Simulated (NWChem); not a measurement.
System: HTeBr; SMILES Br[TeH]

Program: NWChem. Structure relaxed at the PBE0/def2-SVP level. def2 effective core potentials on Te; no spin-orbit coupling. B3LYP is NWChem's, with the RPA form of VWN correlation. Ions are spin-unrestricted doublets at the neutral geometry; other ion states weren't tried.

Task: Predict the results for B3LYP/def2-SVP. Quantities: vertical ionisation energy, ΔSCF (eV); −ε(HOMO) (eV).

Result: vertical ionisation energy, ΔSCF (eV): 8.73
−ε(HOMO) (eV): 6.21
